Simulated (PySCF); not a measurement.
**Deuteron quadrupole couplings in `CCN[SiH2][SiH2]C(F)(F)F`**

Compound: C3H10F3NSi2.
Cartesian coordinates in Å at the GFN2-xTB level; atoms count from 1:
```
atom  x, y, z in Å
C1     2.8302    0.1683   -0.7031
C2     1.9651   -0.7558    0.1508
N3     1.2062   -0.0558    1.1622
Si4   -0.2498    0.8126    0.8665
Si5   -1.6162   -0.6858   -0.2489
C6    -3.3491    0.1898   -0.3635
F7    -4.2815   -0.5280   -1.0181
F8    -3.8723    0.4596    0.8546
F9    -3.2809    1.3809   -1.0028
H10    3.5368    0.7091   -0.0769
H11    2.2043    0.8909   -1.2208
H12    3.3864   -0.4073   -1.4381
H13    1.2566   -1.2893   -0.4888
H14    2.6009   -1.4999    0.6428
H15    1.8184    0.3238    1.8695
H16   -0.1170    2.0694    0.0960
H17   -0.6963    1.1725    2.2158
H18   -1.3682   -0.9786   -1.6684
H19   -1.9832   -1.9670    0.3638
```

Level: PBE0/pcSseg-1 (PySCF, non-relativistic); Q(2H) = 0.00286 b; rigid geometry, the same for H and D, with no vibrational averaging.

Problem. Rank these positions by the coupling χzz of a deuteron there, largest first.
A. H18 (Si–H hydrogen)
B. H13 (methylene hydrogen)
C. H16 (Si–H hydrogen)
D. H12 (methyl hydrogen)
E. H15 (N–H hydrogen)

Solution. E (281 kHz), D (213 kHz), B (201 kHz), A (106 kHz), C (99 kHz).

Problem. What are Vzz, η and χzz (234.96 MHz × Q × Vzz) at all hydrogens?

Solution. 
| atom | bonded to | bond length (Å) | Vzz (au) | η | χzz (kHz) |
| --- | --- | --- | --- | --- | --- |
| H10 | C1 | 1.088 | 0.3142 | 0.02 | 211 |
| H11 | C1 | 1.087 | 0.3147 | 0.03 | 211 |
| H12 | C1 | 1.087 | 0.3171 | 0.02 | 213 |
| H13 | C2 | 1.093 | 0.2989 | 0.07 | 201 |
| H14 | C2 | 1.095 | 0.2934 | 0.04 | 197 |
| H15 | N3 | 1.009 | 0.4180 | 0.19 | 281 |
| H16 | Si4 | 1.480 | 0.1480 | 0.02 | 99 |
| H17 | Si4 | 1.466 | 0.1598 | 0.04 | 107 |
| H18 | Si5 | 1.470 | 0.1573 | 0.03 | 106 |
| H19 | Si5 | 1.467 | 0.1600 | 0.03 | 107 |

Problem. Average by the element that carries the hydrogen.

Solution. on C: 207 kHz over 5 positions, mean bond length 1.090 Å; on N: 281 kHz over 1 position, mean bond length 1.009 Å; on Si: 105 kHz over 4 positions, mean bond length 1.471 Å.

The structure is a single GFN2-xTB conformer in the gas phase; no vibrational or solvent corrections. GFN2-xTB bond lengths can be off by several hundredths of an ångström, more for odd bonds, and the gradients follow them. With a basis this small, the couplings can be 20 % off.

The run behind these numbers computed NMR shieldings as well. On Arm Neoverse V1, one thread, shared host with 32 logical CPUs at a one-minute load of 25, this took 46 s of wall time and 0.97 GiB of memory at its peak.
